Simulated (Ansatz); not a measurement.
A nudged elastic band was laid between two geometries of FH₆NOSi₂ (11 atoms, charge 0, multiplicity 1).

Computed with RKS LDA/def2-SVP in Ansatz 0.2.0.

```
movable images  : 3
climbing image  : yes
spring          : 5.0 eV/Å²
optimiser       : quadratic models (default)
start path      : through a guess of the saddle point
force threshold : 0.03 eV/Å
iteration limit : 60
end points      : relaxed
```

First end point:

```xyz
11
Properties=species:S:1:pos:R:3
N -1.513 1.041 -0.584
Si -0.223 -0.065 -0.812
O 1.264 0.532 -1.281
Si 0.480 -0.929 1.244
F 2.048 -0.394 1.190
H -2.094 1.334 -1.376
H -1.472 1.764 0.141
H -0.719 -1.033 -1.846
H 1.919 0.440 -0.552
H 0.519 -2.425 1.420
H -0.143 -0.322 2.477
```

Last end point:

```xyz
11
Properties=species:S:1:pos:R:3
N -0.439 1.282 -0.539
Si -1.011 -0.655 -0.671
O 0.353 -0.913 -1.710
Si 0.238 -0.884 1.396
F 0.695 0.694 1.772
H -1.142 1.994 -0.786
H 0.006 1.480 0.390
H 0.055 -1.285 -2.559
H 0.304 1.245 -1.265
H 1.529 -1.677 1.372
H -0.524 -1.337 2.620
```

Question: What changes between the two ends?

Answer: Bonds broken: Si2–H8, O3–H9. Bonds formed: N1–H9, O3–H8.

Question: Give the energies along the band, and the barrier.

Answer: The forces met the threshold. The highest image is number 3 of 0 to 4, 184.5 kJ/mol above the first end and 82.8 kJ/mol above the last; the last end lies 101.7 kJ/mol above the first. Neighbouring images differ by up to 1.5 eV, so the band resolves the path poorly. The order of the stationary point at the top wasn't checked. So few images can step over the top or miss a turn of the path. The orbitals stay closed-shell, which can raise the energy where a bond breaks towards radicals; this wasn't checked here.

```
image  path coordinate (Å)  energy (kJ/mol)  Si2–H8 (Å)  O3–H9 (Å)  N1–H9 (Å)
    0                 0.00              0.0        1.50       0.98       3.48
    1                 2.17              8.6        1.50       0.98       3.25
    2                 4.34             38.2        1.50       0.97       3.39
    3                 6.51            184.5        2.67       0.98       3.24
    4                 9.03            101.7        2.26       2.20       1.04
```

Question: What is the geometry of the highest image?

Answer: 
```xyz
11
Properties=species:S:1:pos:R:3
N -1.015 1.412 -0.114
Si -1.158 -0.242 -0.603
O 0.825 -0.357 -1.642
Si 0.157 -0.842 1.297
F 0.707 0.589 1.920
H -1.501 2.174 -0.595
H -0.403 1.729 0.654
H 0.982 -1.314 -1.794
H 0.628 0.012 -2.528
H 1.388 -1.675 0.987
H -0.544 -1.544 2.438
```

The band took 48 iterations and of the order of 5 core-minutes.

Time of the run: 2.7 min on 2 threads of Intel(R) Xeon(R) Platinum 8488C (Sapphire Rapids), with other jobs on the host, peak memory 0.16 GiB.
